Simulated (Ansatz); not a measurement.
A made-up structure of GeSiH4F (charge +1), singlet:

F1  (-1.568, -1.628, 1.377)
Si2  (0.436, 1.061, -0.070)
Ge3  (-0.455, -1.188, 0.032)
H4  (-0.256, -2.386, -0.864)
H5  (-0.029, 1.488, -1.342)
H6  (-0.136, 1.701, 1.061)
H7  (1.832, 0.810, -0.017)
(Å)

It is relaxed with PBE-D4/def2-SVP and then PBE0-D4/def2-TZVP (Ansatz 0.2.0). Atoms count as bonded within 1.22 times the sum of their covalent radii (H–H: 0.88 Å). The end point is not checked to be a true minimum.

Task: Does its bonding change? (Judge from chemistry; the calculation decides.)

Result: The calculation gives: No: no bond forms or breaks.

Where it ends: The first stage lowers the energy by 0.30 eV in 6 steps. It ends as GeSiH₄F ([F][GeH][SiH3]), total charge +1:
F1  (-1.477, -1.535, 1.296)
Si2  (0.433, 1.071, -0.061)
Ge3  (-0.438, -1.201, 0.002)
H4  (-0.330, -2.497, -0.817)
H5  (-0.060, 1.525, -1.379)
H6  (-0.192, 1.679, 1.128)
H7  (1.887, 0.816, 0.008)
(Å)

Labels in which every atom is bracketed show which atoms are joined, not bond orders.

For scale, one of the runs: PBE0-D4/def2-TZVP relaxation, 140 basis functions, launched by `ansatz run in.yaml --threads 2 --pin off --events-out ev --progress --plain --max-ram 4352MiB`. The run took about 26 s on 2 CPU threads of an Arm Neoverse N1 (shared host).
